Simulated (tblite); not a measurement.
Start geometry of `c1ccc2[PH2+]CCc2c1` from a force field or distance geometry (Å):
```
atom  x, y, z in Å
C1     2.515   -0.569   -0.177
C2     2.461    0.811    0.097
C3     1.255    1.450    0.304
C4     0.082    0.719    0.197
C5     0.109   -0.665   -0.083
C6     1.322   -1.309   -0.273
C7    -1.239   -1.343   -0.116
C8    -2.286   -0.243   -0.339
P9    -1.567    1.267    0.386
H10    3.462   -1.059   -0.314
H11    3.391    1.367    0.176
H12    1.207    2.513    0.522
H13    1.362   -2.372   -0.470
H14   -1.295   -2.109   -0.898
H15   -1.406   -1.813    0.864
H16   -2.421   -0.067   -1.404
H17   -3.262   -0.492    0.096
H18   -1.877    1.460    1.749
H19   -1.823    2.463   -0.325
```

Q: What comes out of this run: tblite, GFN2-xTB geometry optimisation, gas phase?

A: 
```
atom  x, y, z in Å
C1     2.5140   -0.5683   -0.1525
C2     2.4951    0.7920    0.1286
C3     1.2931    1.4517    0.3103
C4     0.1161    0.7174    0.1998
C5     0.1202   -0.6591   -0.0849
C6     1.3370   -1.2950   -0.2586
C7    -1.2242   -1.3266   -0.1459
C8    -2.3216   -0.2463   -0.2823
P9    -1.5666    1.2765    0.3570
H10    3.4591   -1.0684   -0.2940
H11    3.4215    1.3390    0.2031
H12    1.2688    2.5086    0.5276
H13    1.3675   -2.3512   -0.4782
H14   -1.2736   -2.0260   -0.9808
H15   -1.3707   -1.9088    0.7672
H16   -2.5642   -0.0813   -1.3373
H17   -3.2438   -0.5113    0.2371
H18   -1.9465    1.5699    1.6515
H19   -1.8909    2.3965   -0.3750
```

The energy falls by 2.5 kcal/mol over 55 L-BFGS steps, the largest force on an atom goes from 1.15 to 0.009 eV/Å, and the atoms move by 0.085 Å rms after alignment. The bond that changes most is P9–H19 (phosphonium phosphorus to P–H hydrogen), which shortens by 0.038 Å. Bonds longer at the end by more than 0.005 Å: 3 of 20; shorter: 12. Among the angles that change most is H18–P9–H19, from 109.3° to 105.1°. Among the dihedrals that turn most is H16–C8–P9–H18, from 153° to 142°. Rotational constants go from 2799, 1228, 877.2 to 2835, 1212, 869.5 MHz. The orientation of the end geometry is arbitrary; only internal coordinates are fixed.

On one thread, Intel Xeon at 2.50 GHz (x86_64) (shared host), this took 1.5 s wall, 1.1 s CPU.

Its GFN2-xTB frequencies are all real (lowest 93 cm⁻¹).

One conformer stands for the species.

All values are computed, not measured.
